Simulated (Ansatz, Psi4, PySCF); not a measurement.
O2Si, triplet, geometry from GFN2-xTB (a higher spin typed on purpose: for a closed-shell molecule this is an excited state). Base run: PBE0/6-31G* (PySCF).

Geometry (Å):
```xyz
3

O     -1.2521     0.4386    -0.2464
Si    -0.0354    -0.3689     0.2702
O      1.3141     0.2069    -0.2264
```
Charge 0, spin multiplicity 3.
Orbitals are unrestricted.
All else is at PySCF's defaults.

The same geometry, method and basis name were run in Ansatz (a first-principles code) and Psi4 and PySCF, at each program's defaults and at the settings that a row names. The base is PySCF at its defaults. Differences at the defaults can come from grids, fitting, cores and function types together.

| code and settings | ΔE vs base (µEh) | basis functions | E (Eh) | SCF cycles | dipole (D) |
|---|---|---|---|---|---|
| PySCF, defaults (exact integrals, its default grid, spherical functions) | 0.0 | 46 | -439.54784 | 13 | 2.25 |
| Psi4, defaults (density fitting with its default set, its default grid, Cartesian functions) | -4080 | 49 | -439.55192 | 11 | 2.25 |
| Ansatz, defaults (factorised integrals, its default grid, Cartesian functions) | -4139 | 49 | -439.55198 | - | - |
| PySCF, density fitting with def2-universal-jkfit | -11.8 | 46 | -439.54785 | 13 | 2.25 |
| PySCF, fine grid | -1.0 | 46 | -439.54784 | 13 | 2.25 |
| Psi4, exact integrals, spherical functions, fine grid | -0.6 | 46 | -439.54784 | 13 | 2.25 |
| Ansatz, high accuracy, Cartesian functions as the basis file defines them | -4139 | 49 | -439.55198 | - | - |

Open shells are given as the SCF converged; they aren't shown to be the lowest states, and a large step between rows can be another state.
